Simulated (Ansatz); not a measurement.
Start from `C[NH][Ga]([Cl])[Cl]` and change one atom or group to get `[CH3][Ga]([Cl])[Cl]`.

Ansatz, PBE0-D4/def2-TZVP geometries, multiplicity 1. Each molecule was computed in one conformer, which needn't be the lowest.

Scalar relativity is left out up to krypton.

```json
{"property": "HOMO energy (PBE0/def2-TZVPP) / eV", "`C[NH][Ga]([Cl])[Cl]`": "-7.32"}
{"property": "HOMO–LUMO gap (ωB97M-V/def2-TZVPP) / eV", "`C[NH][Ga]([Cl])[Cl]`": "10.59"}
{"property": "size of the dipole moment (PBE/def2-TZVPP) / D", "`C[NH][Ga]([Cl])[Cl]`": "2.76"}
{"property": "LUMO energy (B3LYP/def2-TZVPP) / eV", "`C[NH][Ga]([Cl])[Cl]`": "-1.28"}
{"property": "HOMO energy (ωB97M-V/def2-TZVPP) / eV", "`C[NH][Ga]([Cl])[Cl]`": "-9.64"}
{"property": "size of the dipole moment (ωB97M-V/def2-TZVPP) / D", "`C[NH][Ga]([Cl])[Cl]`": "2.64"}
```

**Question.** What does the change do to each property? (Best estimate.)

**Answer.** The calculation gave: 
```csv
property,`[CH3][Ga]([Cl])[Cl]`,shift
HOMO energy (PBE0/def2-TZVPP) / eV,-8.79,-1.47
HOMO–LUMO gap (ωB97M-V/def2-TZVPP) / eV,11.52,0.93
size of the dipole moment (PBE/def2-TZVPP) / D,2.71,-0.05
LUMO energy (B3LYP/def2-TZVPP) / eV,-1.46,-0.18
HOMO energy (ωB97M-V/def2-TZVPP) / eV,-10.97,-1.33
size of the dipole moment (ωB97M-V/def2-TZVPP) / D,2.75,0.11
```

With PBE0 the HOMO falls by 1.47 eV and the LUMO falls by 0.24 eV, so the gap widens by about 1.23 eV. PBE moves the HOMO by -1.46 eV and ωB97M-V by -1.33 eV. Dipoles are sizes alone; their direction can turn.

B3LYP here is the variant with VWN-RPA as its local correlation; programs differ in this.
